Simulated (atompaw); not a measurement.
# What one change does to a pseudopotential (nitrogen (N), PAW (atompaw))

```
Element                 : N
Generator               : atompaw 4.2.0.5
Type                    : PAW
Functional              : PBE
Relativity              : scalar-relativistic
Frozen core             : [He]
Valence charge          : 5
Reference configuration : 2s2 2p3
Partial waves           : 2s (bound): rc 1.20 bohr; 2s channel at -0.25 Ry: rc 1.00 bohr; 2p (bound): rc 1.20 bohr; 2p channel at -0.1 Ry: rc 1.20 bohr
Local potential         : troulliermartins scheme with l = 2 at 0.5 Ry, radius 1.20 bohr
Core correction         : smooth core density matched at 0.80 bohr
Augmentation charge     : besselshape compensation charge, radius 0.85 bohr; PAW radius 1.20 bohr; waves and projectors: custom rrkj gramschmidtortho
```

All-electron outer shells of the reference configuration (PBE, scalar-relativistic, ld1.x):

```tsv
shell	level (eV)	outermost node (bohr)	outermost maximum (bohr)
1s	-384.72	–	0.15
2s	-18.58	0.32	1.02
2p	-7.09	–	0.98
```

Change: all radii scaled by about 0.90 (s 1.08, p 1.08 bohr); local potential troulliermartins scheme with l = 2 at 0.5 Ry, radius 1.08 bohr; augmentation besselshape compensation charge, radius 0.76 bohr; PAW radius 1.08 bohr; waves and projectors: custom rrkj gramschmidtortho; core correction smooth core density matched at 0.72 bohr.

Cutoffs: the cutoffs (Ry, on a coarse ladder) from which the occupation-weighted sum of valence levels, in a spherical-Bessel basis at the reference potential, stays within 10 and 1 mRy of its value at 400 Ry; they do not see the model core or the augmentation charge, which bear on the density cutoff.

What does the change do?

The potential gets harder (45 Ry and 55 Ry → 55 Ry and 70 Ry); neither file shows a bound ghost. A smaller radius makes the pseudo-wave follow the all-electron one further in, where it bends more sharply, so more plane waves are needed.

| quantity | base | changed |
| --- | --- | --- |
| cutoff, loose | 45 Ry | 55 Ry |
| cutoff, tight | 55 Ry | 70 Ry |
| loose cutoff by channel (10 mRy a level) | s 15 Ry, p 35 Ry | s 10 Ry, p 45 Ry |
| bound ghosts | none | none |
| lowest overlap eigenvalue by channel | s 0.45, p 0.97 | s 0.13, p 0.97 |

 The cutoffs see the waves, projectors and local potential, not the compensation charge or the core.
